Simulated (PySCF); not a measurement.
**How good is the calculation?**

Structure with atom numbers: `[CH3:1][CH2:2][O:3][Si:4]([O:5][CH2:6][CH3:7])([O:8][CH2:9][CH3:10])[O:11][CH2:12][CH3:13]`. Each H is labelled by its parent atom.

The experiment to reproduce: δ ²⁹Si Si4 -82.0 ppm (measured; solution, ethanol; T. M. Alam, M. Henry, Phys. Chem. Chem. Phys. (a906445a), supplement).
δ ²⁹Si Si4 -82.2 ppm (measured; liquid, neat; T. M. Alam, M. Henry, Phys. Chem. Chem. Phys. (a906445a), supplement).

No solvent, rapidly exchanging positions averaged, relativity neglected, single conformer. PBE0-D3(BJ)/def2-SVP geometry; B97-2/pcSseg-1 with gauge-including orbitals; PySCF.

Q: How close does the calculation come?

A: 
Reference values: measured (solution, ethanol; T. M. Alam, M. Henry, Phys. Chem. Chem. Phys. (a906445a), supplement).
```json
{"atoms": "Si4", "quantity": "δ ²⁹Si vs TMS (internal)", "reference": "-82.0", "computed": "-84.8"}
```

Reference values: measured (liquid, neat; T. M. Alam, M. Henry, Phys. Chem. Chem. Phys. (a906445a), supplement).
```csv
atoms,quantity,reference,computed
Si4,δ ²⁹Si vs TMS (internal),-82.2,-84.8
```

Computed shifts are σ(ref) − σ with the named reference compound (TMS for H and C) calculated as an isolated molecule at the same level.

Q: How far are the unscaled ²⁹Si shifts from the references?

A: Mean signed difference -2.70 ppm, mean absolute 2.70 ppm over 2 comparisons; the largest is -2.8 ppm at Si4 (silicon bonded to 4 O).
